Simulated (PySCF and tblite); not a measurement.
C5H7NO2, numbered as in [N:1]#[C:2][C@@H:3]1[CH2:4][CH2:5][O:6][CH2:7][O:8]1.

Conformers came from 60 starts (ETKDG and KDG, MMFF94s, GFN2-xTB); geometries are GFN2-xTB. Weights use PBE0-D3(BJ)/pcSseg-1 energies plus GFN2-xTB zero-point and thermal terms (modes under about 100 cm⁻¹ blended into free rotors). Symmetry numbers and mirror images are counted. Conformers within 2.5 kcal/mol (GFN2-xTB free energy) were kept, 4 at most. GIAO shieldings: PBE0/pcSseg-1. Shifts are against TMS (¹H), TMS (¹³C), NH3 (¹⁵N) at the same level; of two unlike H on one atom, a is the less shielded. Programs: PySCF with density fitting and tblite.

The 6-ring runs over atoms 3–4–5–6–7–8.

```json
{"conformer": "1", "shape": "6-ring chair (C2 axial)", "symmetry": "C1", "E(GFN2) kcal/mol": "0.00", "E(DFT) kcal/mol": "0.00"}
{"conformer": "2", "shape": "6-ring chair (all substituents equatorial)", "symmetry": "C1", "E(GFN2) kcal/mol": "1.30", "E(DFT) kcal/mol": "1.53"}
```

**Question.** How much do the weights at 298.15 K and the averaged shift of H4b depend on how the conformers are weighted?

**Answer.** 
```csv
weighting,1 (%),2 (%),δ (ppm),rms dipole (D)
"DFT energy with thermal terms, symmetry and mirror images (full scheme)",91,9,1.36,2.84
DFT energy with symmetry and mirror images,93,7,1.34,2.79
bare DFT energy,93,7,1.34,2.79
GFN2-xTB energy with symmetry and mirror images,90,10,1.37,2.85
GFN2-xTB free energy,87,13,1.41,2.91
leading conformer alone,100,0,1.26,2.65
equal weights,50,50,1.81,3.54
"full scheme, search stopped after three starts",100,0,1.26,2.65
```

The largest departure from the full scheme, 0.45 ppm, comes with: equal weights.


¹⁵N shifts are against a computed isolated NH3 molecule, about 20 ppm from the liquid.

Conformer gaps in pcSseg-1 on xTB geometries can be 2 kcal/mol off for S=O, P=O and other polar bonds.